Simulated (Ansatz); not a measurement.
`N[Si@H](F)S[Si@@H](N)O` + `BCl` → `N[SiH](F)BCl` + `N[SiH](O)S`  (formal exchange of groups at the Si–S bond)

Calculated with Ansatz (gas phase, PBE0-D4/def2-TZVP geometries, no zero-point term in ΔE). CBS: MP2 limit from def2 TZ/QZ plus the TZ coupled-cluster correction, frozen cores. This one scheme is used for every species. DFT in def2-TZVPP. B3LYP here is the variant with VWN-RPA as its local correlation; programs differ in this. Each species was taken in one conformer, which may not be the lowest.

| level | ΔE (kcal/mol) | difference from CCSD(T)/CBS |
| --- | --- | --- |
| PBE-D4 | 24.9 | -0.6 |
| r2SCAN-D4 | 26.5 | 1.0 |
| PBE0-D4 | 25.6 | 0.1 |
| B3LYP-D4 | 25.7 | 0.2 |
| ωB97X-V | 24.7 | -0.8 |
| ωB97M-V | 26.1 | 0.6 |
| B2PLYP | 24.9 | -0.6 |
| PBE | 23.3 | -2.2 |
| r2SCAN | 26.1 | 0.6 |
| PBE0 | 24.2 | -1.3 |
| B3LYP | 23.1 | -2.4 |
| HF/def2-TZVPP | 22.9 | -2.6 |
| MP2/def2-TZVPP | 27.9 | 2.4 |
| SCS-MP2/def2-TZVPP | 26.1 | 0.6 |
| CCSD/def2-TZVPP | 24.4 | -1.1 |
| CCSD(T)/def2-TZVPP | 25.3 | -0.2 |
| HF/def2-QZVPP | 22.9 | -2.6 |
| MP2/def2-QZVPP | 28.0 | 2.5 |
| SCS-MP2/def2-QZVPP | 26.2 | 0.7 |
| HF/CBS(def2) | 22.9 | -2.6 |
| MP2/CBS(def2) | 28.1 | 2.6 |
| CCSD/CBS(def2) | 24.6 | -0.9 |
| CCSD(T)/CBS | 25.5 | 0 |

Largest T1 diagnostic among the species: 0.013.

The D4 term adds +2.6 kcal/mol with B3LYP and +1.5 kcal/mol with PBE0; it sums over pairs of atoms, weighted by their polarisabilities, and B3LYP, whose exchange is more repulsive, gets the larger term. From PBE to PBE0 (25 % exact exchange), in def2-TZVPP and without D4, ΔE moves by +0.9 kcal/mol. In def2-TZVPP, CCSD(T) changes the Hartree–Fock value by +2.4 kcal/mol (the triples alone add +0.9 kcal/mol) and MP2 by +5.0 kcal/mol.
